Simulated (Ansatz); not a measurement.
A search over several starts for the lowest SCF solution of Cu₃S⁺ at the given spin, in a small basis.

```yaml
crystal:
  periodic: [false, false, false]
  atoms:
    - {symbol: Cu, position_ang: [-1.255917, 0.179029, -1.028275]}
    - {symbol: Cu, position_ang: [-0.653439, -1.402541, 0.574654]}
    - {symbol: Cu, position_ang: [0.679496, 1.393416, -0.566567]}
    - {symbol: S, position_ang: [1.229860, -0.169902, 1.020197]}
basis:
  gaussian: {orbitals: def2-SVP, initial_orbitals: start.molden}
total_charge: 1
magnetization: {spin_polarized: true, initial_magnetization: 4}
hamiltonian: {xc: pbe0, dispersion: d4}
output: {orbitals: {seedname: orbitals}}
```

The file start.molden holds the orbitals of an earlier run on this structure, at another level or in another basis.

```sh
$ ansatz run in.yaml --threads 4 --pin off --events-out ev --progress --plain --max-ram 4787MiB
```

It prints (some lines left out):

```
Functional definition: PBE0
1199 factors; integrals over basis functions are off by at most 1.0e-3 eV
mean field evaluation 1: about -144702.4361 eV, gradient 2.6e-1 eV
mean field evaluation 2: about -144702.5548 eV, gradient 4.8e-4 eV
mean field evaluation 4: about -144702.5548 eV, gradient 1.7e-5 eV
mean field evaluation 8: about -144698.9629 eV, gradient 3.4e1 eV
mean field evaluation 16: about -144702.5545 eV, gradient 1.4e-1 eV
mean field evaluation 32: about -144702.5548 eV, gradient 8.1e-5 eV
mean field -144702.55484266 eV, -5317.7208075534 hartree, gradient 1.7e-5 eV, S^2 6.013890; 7 other end points of the search recorded, 0 dependent functions left out
reference -144702.55489383 eV, -5317.7208094339 hartree; 53, 49 occupied and 58, 62 virtual orbitals, 1199 factors
Total energy: -144702.70534482 eV, -5317.7263384058 hartree
```

Hardware: 4 threads of Intel Xeon 6975P-C on a shared host. Wall time 6 s.

At PBE0-D4/def2-TZVP a singlet of charge 1 lies 4.90 eV below the quintet, each at its own geometry. The structure comes from a short search, and lower isomers may exist.
